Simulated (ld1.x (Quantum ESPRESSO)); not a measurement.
Before and after: TM potential for B (Z = 5)

* Element: B (Z = 5)
* Generator: ld1.x (Quantum ESPRESSO) 7.5
* Type: norm-conserving Troullier–Martins (Kleinman–Bylander form)
* Functional: LDA (PZ)
* Relativity: non-relativistic
* Frozen core: [He]
* Valence charge: 3
* Reference configuration: 2s1.5 2p0 (charge +1.5)
* Partial waves: 2s (bound): rc 1.05 bohr; 2p (bound, empty): rc 2.00 bohr; 3d channel at 0.05 Ry: rc 2.05 bohr
* Local potential: all-electron potential smoothed inside 1.35 bohr (lloc = -1)
* Core correction: Bessel-smoothed model core inside 0.90 bohr

Change: type ultrasoft; waves now 2s (bound): rcut 0.90, rcutus 1.05 bohr; 2s channel at 2.45 Ry: rcut 0.90, rcutus 1.05 bohr; 2p (bound): rcut 1.75, rcutus 2.00 bohr; 2p channel at 3.35 Ry: rcut 1.75, rcutus 2.00 bohr; 3d channel at 0.05 Ry: rcut 1.80, rcutus 2.05 bohr; 3d channel at 2 Ry: rcut 1.80, rcutus 2.05 bohr; local potential all-electron potential smoothed inside 0.85 bohr (lloc = -1); augmentation built from norm-conserving waves at rcut, not smoothed further.

Cutoffs: the cutoffs (Ry, on a coarse ladder) from which the occupation-weighted sum of valence levels, in a spherical-Bessel basis at the reference potential, stays within 10 and 1 mRy of its value at 400 Ry; they do not see the model core or the augmentation charge, which bear on the density cutoff. Errors are all-electron minus pseudo energies relative to the spin-unpolarised reference configuration.

**Question.** What does the change do?

**Answer.** A bound ghost appears in p, which as a rule spoils a file; the number of tests with a reliable result goes from 9 to 0 (the test run of the changed file stopped, so its transferability is not established); the range in which the s phases agree widens (upper end 1.4 → 4.8). Several settings change at once here, so the effects cannot be laid on one of them.

```tsv
quantity	base	changed
cutoffs, loose and tight	40 Ry, 80 Ry	not determined
bound ghosts	none	p (d not tested, overlap not positive)
tests with a reliable result	9 of 9	0 of 9 (the test run stopped)
s: phases at 2.25 bohr within 0.05 rad from the reference energy up to (Ry; the scan ends near 5)	1.4	4.8
p: phases at 2.25 bohr within 0.05 rad from the reference energy up to (Ry; the scan ends near 5)	1.3	0.4
d: phases at 2.25 bohr within 0.05 rad from the reference energy up to (Ry; the scan ends near 5)	to the end of the scan	4.9
```

Changed file: the overlap operator is not positive definite in a basis up to 400 Ry (lowest eigenvalue d -0.19), so the file is unfit for use: the generalised eigenproblem breaks down once the basis is large enough, and its test numbers describe a broken file. A true bound ghost makes a file unfit for plane-wave use even where its test errors are small: the radial tests pick states by their node count and pass the ghost by.
